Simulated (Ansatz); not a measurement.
`[SiH3]N([SiH3])[Si]Cl` + HCl → `Cl[Si]Cl` + `[SiH3]N[SiH3]` at 298.15 K and 1 bar (ligand exchange at the Si–N bond).

Isolated molecules relaxed with PBE0-D4/def2-TZVP in Ansatz; ΔE leaves out vibrations. CCSD(T)/CBS is the MP2 limit (def2-TZVPP, def2-QZVPP) plus CCSD(T) − MP2 in def2-TZVPP, frozen cores. This one scheme is used for every species. One conformer a species, not always the lowest.

```json
{"species": "`[SiH3]N([SiH3])[Si]Cl`", "CCSD(T)/CBS energy (Eh)": "-1385.41346", "H − E (kJ/mol)": "179.9", "S (J/(mol·K))": "381.3"}
{"species": "HCl", "CCSD(T)/CBS energy (Eh)": "-460.38127", "H − E (kJ/mol)": "26.6", "S (J/(mol·K))": "186.8"}
{"species": "`Cl[Si]Cl`", "CCSD(T)/CBS energy (Eh)": "-1208.69388", "H − E (kJ/mol)": "19.9", "S (J/(mol·K))": "281.9"}
{"species": "`[SiH3]N[SiH3]`", "CCSD(T)/CBS energy (Eh)": "-637.10515", "H − E (kJ/mol)": "192.6", "S (J/(mol·K))": "335.6"}
```

H − E and S are ideal-gas, rigid-rotor, harmonic terms from PBE0-D4/def2-TZVP, for one conformer and one mirror image of each species. 1 Eh = 2625.50 kJ/mol, R = 8.31446 J/(mol·K).

**Question.** By hand: ΔE, ΔH, ΔS and ΔG.

**Answer.** ΔE = (-1208.69388) + (-637.10515) − (-1385.41346) − (-460.38127) = -0.00430 Eh = -11.3 kJ/mol. Δ(H − E) = 19.9 + 192.6 − 179.9 − 26.6 = 6.0, so ΔH = -5.3 kJ/mol. ΔS = 281.9 + 335.6 − 381.3 − 186.8 = 49.4 J/(mol·K). ΔG = -5.3 − 298.15 × (49.4)/1000 = -20.0 kJ/mol.

**Question.** By hand: the equilibrium constant, and the temperature at which ΔG would vanish if ΔH and ΔS stayed fixed.

**Answer.** log₁₀ K = −ΔG/(RT ln 10) = 3.5. ΔH and −TΔS have one sign here, so there is no such temperature. One of them is within its doubt of zero, so this could turn.

TΔS isn't small against ΔH here. A doubt of 5 kJ/mol in ΔE shifts log₁₀ K by 0.9 here. Other conformers and mirror images would add mixing entropy, several J/(mol·K) or more a flexible species. Modes under 60 cm⁻¹, often nearly free rotors, make the harmonic entropy too high. These are equilibria of isolated gas molecules and say nothing of rates. Largest T1 diagnostic: 0.013 (customary marks: 0.02 for closed shells, 0.045 for open ones).
